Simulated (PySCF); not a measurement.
Ligand exchange on a metal centre used in film growth or etching (Cd Cl-NH2). Isolated molecules, 0 K electronic values unless said otherwise. One relaxed conformer stands for each flexible species; it need not be the lowest.

Calculation: B3LYP-D3(BJ)/def2-TZVP // BP86-D3(BJ)/def2-SVP (PySCF). All candidates: neutral, multiplicity 1. B3LYP has the VWN-RPA correlation part, as in Gaussian. 

| Item | Result |
|---|---|
| HOMO | -6.49 eV |
| LUMO | -1.04 eV |
| HOMO–LUMO gap | 5.45 eV |

Task: Identify which member has these values.
A. [Cd(Cl)(NH2)]
B. [Cd(Cl)2]
C. [Cd(NH2)2]

Result: C, [Cd(NH2)2]. The others give [Cd(Cl)(NH2)]: -7.30 eV, -1.83 eV, 5.48 eV; [Cd(Cl)2]: -8.62 eV, -2.66 eV, 5.96 eV
